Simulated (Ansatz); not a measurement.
`[CH3][Al-]([CH3])([F])[PH3+]`, relaxed with RKS PBE0-D4/def2-TZVP in the Gaussian-basis code of Ansatz from a PBE-D4/def2-SVP geometry. The force threshold is 0.005 eV/Å; the program also tests the step.

Charge 0, multiplicity 1.

Start:

```xyz
14

C    -0.983   -1.670   -0.658
Al   -0.373    0.203   -0.669
C    -1.183    1.619    0.436
F     0.395    0.727   -2.102
P     1.918   -0.069    0.542
H    -1.958   -1.762   -1.185
H    -0.275   -2.350   -1.178
H    -1.142   -2.063    0.369
H    -0.577    2.549    0.439
H    -1.335    1.307    1.491
H    -2.185    1.893    0.040
H     2.739    1.094    0.687
H     2.892   -0.907   -0.086
H     2.067   -0.571    1.874
```

| step | energy (eV) | largest force (eV/Å) | largest move (Å) |
| --- | --- | --- | --- |
| 1 | -20816.7532 | 0.544 | 0.000 |
| 2 | -20816.7978 | 0.260 | 0.044 |
| 3 | -20816.8006 | 0.199 | 0.070 |
| 4 | -20816.8053 | 0.102 | 0.055 |
| 5 | -20816.8058 | 0.013 | 0.019 |
| 6 | -20816.8059 | 0.024 | 0.011 |
| 7 | -20816.8059 | 0.002 | 0.007 |
| 8 | -20816.8059 | 0.006 | 0.010 |
| 9 | -20816.8059 | 0.007 | 0.011 |
| 10 | -20816.8060 | 0.003 | 0.006 |
| 11 | -20816.8059 | 0.003 | 0.006 |

End:

```xyz
14

C    -0.984   -1.650   -0.663
Al   -0.353    0.204   -0.666
C    -1.182    1.595    0.435
F     0.397    0.726   -2.076
P     1.932   -0.064    0.536
H    -1.953   -1.727   -1.168
H    -0.301   -2.328   -1.184
H    -1.129   -2.036    0.352
H    -0.597    2.520    0.455
H    -1.330    1.270    1.470
H    -2.172    1.855    0.044
H     2.753    1.078    0.635
H     2.875   -0.939   -0.041
H     2.043   -0.505    1.871
```

It took 43 s on 4 threads of an Arm Neoverse V2 on a shared host, with 0.65 GiB of host memory at the peak.
